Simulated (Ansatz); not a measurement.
`CS[CH2][GeH3]` → `[CH2]` (triplet) + `S[CH2][GeH3]` at 500 K and 1 bar (formal loss of a carbene).

Computed with Ansatz on PBE0-D4/def2-TZVP structures; ΔE is electronic, products minus reactants. CBS: MP2 limit from def2 TZ/QZ plus the TZ coupled-cluster correction, frozen cores. This one scheme is used for every species. Triplets are unrestricted, without spin–orbit coupling. For Ge outer-core shells are correlated without core-valence functions, which leaves a few kJ/mol of doubt a bond. Scalar relativity is left out up to krypton. One conformer a species, not always the lowest.

```tsv
species	CCSD(T)/CBS energy (Eh)	H − E (kJ/mol)	S (J/(mol·K))
`CS[CH2][GeH3]`	-2554.79452	282.9	424.8
`[CH2]` (triplet)	-39.09499	62.7	213.9
`S[CH2][GeH3]`	-2515.53503	196.2	374.7
```

H − E and S are ideal-gas, rigid-rotor, harmonic terms from PBE0-D4/def2-TZVP, for one conformer and one mirror image of each species, with the whole ground term of open shells counted as degenerate. 1 Eh = 2625.50 kJ/mol, R = 8.31446 J/(mol·K).

By hand: ΔE, ΔH, ΔS and ΔG.

ΔE = (-39.09499) + (-2515.53503) − (-2554.79452) = 0.16450 Eh = 431.9 kJ/mol. Δ(H − E) = 62.7 + 196.2 − 282.9 = -24.0, so ΔH = 407.9 kJ/mol. ΔS = 213.9 + 374.7 − 424.8 = 163.8 J/(mol·K). ΔG = 407.9 − 500 × (163.8)/1000 = 326.0 kJ/mol.

By hand: the equilibrium constant, and the temperature at which ΔG would vanish if ΔH and ΔS stayed fixed.

log₁₀ K = −ΔG/(RT ln 10) = -34.1. ΔG = 0 at ΔH/ΔS = 2490 K.

The number of gas molecules changes by +1, which sets the sign of ΔS. A doubt of 5 kJ/mol in ΔE shifts log₁₀ K by 0.5 here. Other conformers and mirror images would add mixing entropy, several J/(mol·K) or more a flexible species. A triplet takes part, so the spin changes. These are equilibria of isolated gas molecules and say nothing of rates. Largest T1 diagnostic: 0.011 (customary marks: 0.02 for closed shells, 0.045 for open ones).
